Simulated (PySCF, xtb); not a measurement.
C3H9ClOSi, SMILES Cl[Si@@H](C)COC.

GFN2-xTB (xtb) at its own geometry gives an orbital gap of 6.07 eV and a dipole moment of 2.67 D.

Geometry optimised at B3LYP-D3(BJ)/def2-SVP. The structure was generated by enumeration; whether it is a known compound was not checked. The values are those of a single conformer.

**Question.** What does PBE0/def2-TZVP (PySCF) give? (The exact figures need the calculation; the answer reports its results.)

**Answer.** gap 8.50 eV (levels -7.70 and 0.80 eV), dipole 2.49 D.
